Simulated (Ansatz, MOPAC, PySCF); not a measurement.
Isomers of C4H4N2: 1 is c1cncnc1, 2 is c1cnccn1; one conformer of each (the lowest of an xTB search), B3LYP-D3(BJ)/def2-TZVP minima.
Isomer 1 (charge 0, multiplicity 1):
```xyz
10

C     -1.11799     0.18096     0.09564
C     -0.59256    -1.09944     0.00116
N      0.71658    -1.32207    -0.11133
C      1.49547    -0.24206    -0.12807
N      1.10263     1.02761    -0.04436
C     -0.20994     1.22933     0.06754
H     -2.18149     0.35310     0.18664
H     -1.23541    -1.97335     0.01560
H      2.56247    -0.41476    -0.21912
H     -0.53976     2.26068     0.13627
```
Isomer 2 (charge 0, multiplicity 1, Z-matrix in Å and degrees):
```
C
N 1 1.3312
C 2 1.3312 1 116.23
H 3 1.0844 2 117.23 1 -180.00
H 1 1.0844 2 117.23 3 -180.00
C 3 1.3911 4 120.88 2 -180.00
N 6 1.3312 3 121.89 4 180.00
C 7 1.3312 6 116.23 3 0.00
H 6 1.0844 7 117.23 8 180.00
H 8 1.0844 7 117.23 6 180.00
```

No zero-point or thermal terms.

Rows in 3-21G, 6-31G* carry no dispersion term and start afresh at each structure (6-31G* with six Cartesian d functions). The state that PM3 reach isn't checked.

The values were computed with Ansatz (Gaussian orbitals); MOPAC for PM3 (differences of heats of formation); PySCF for 3-21G rows, 6-31G* rows. Values without a source in brackets are computed.

Task: One of these levels gives 0.028 eV for the electronic energy of isomer 2 less that of isomer 1. Which?
A) HF/cc-pVTZ
B) PM3
C) BP86/6-31G*
D) HF/3-21G

Result: B, PM3. The others give 0.239 (HF/3-21G), 0.292 (HF/cc-pVTZ), 0.164 (BP86/6-31G*)

Ansatz is a quantum-chemistry and plane-wave program.
